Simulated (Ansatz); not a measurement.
A run for Ansatz (a program for electronic structure): R-RI-MP2/cc-pVTZ on C8H10 (SMILES CCc1ccccc1). The basis file is the Basis Set Exchange's JSON of that set.

Ansatz 0.2 input:
```yaml
crystal:
  periodic: [false, false, false]
  atoms:
    - {symbol: C, position_ang: [2.49400448, -0.00220035, -0.54535436]}
    - {symbol: C, position_ang: [1.59947600, -0.38770064, 0.64087661]}
    - {symbol: C, position_ang: [0.13299773, -0.15254871, 0.36183432]}
    - {symbol: C, position_ang: [-0.65521759, -1.14987015, -0.23194606]}
    - {symbol: C, position_ang: [-1.99841667, -0.91812412, -0.53789695]}
    - {symbol: C, position_ang: [-2.57855893, 0.32149147, -0.25474792]}
    - {symbol: C, position_ang: [-1.80522786, 1.32433702, 0.33656159]}
    - {symbol: C, position_ang: [-0.46251619, 1.08693776, 0.64030607]}
    - {symbol: H, position_ang: [2.37316831, 1.06307617, -0.79873487]}
    - {symbol: H, position_ang: [3.55739893, -0.18185906, -0.31957068]}
    - {symbol: H, position_ang: [2.23109120, -0.58604309, -1.44180397]}
    - {symbol: H, position_ang: [1.75986595, -1.44992374, 0.88998329]}
    - {symbol: H, position_ang: [1.90122998, 0.19092835, 1.52982570]}
    - {symbol: H, position_ang: [-0.20862396, -2.12351583, -0.45385605]}
    - {symbol: H, position_ang: [-2.59602760, -1.71018702, -0.99626892]}
    - {symbol: H, position_ang: [-3.62972217, 0.50404198, -0.49065381]}
    - {symbol: H, position_ang: [-2.25092565, 2.29562745, 0.56581177]}
    - {symbol: H, position_ang: [0.13590403, 1.87563251, 1.10563424]}
basis:
  gaussian:
    orbitals: cc-pVTZ
    fitting: {mean_field: def2-universal-JKFIT, correlation: cc-pVTZ-RIFIT.json}
magnetization: {spin_polarized: false}
correlation: {method: mp2, electrons: outside_noble_gas}
scf: {lower_state_search: off}
```

Task: Give the final energy of this run.

Result: -310.1776 hartree.

Task: How many basis functions does it have, and what does it roughly cost on one machine?

Result: 380 functions; roughly 9 core-seconds.
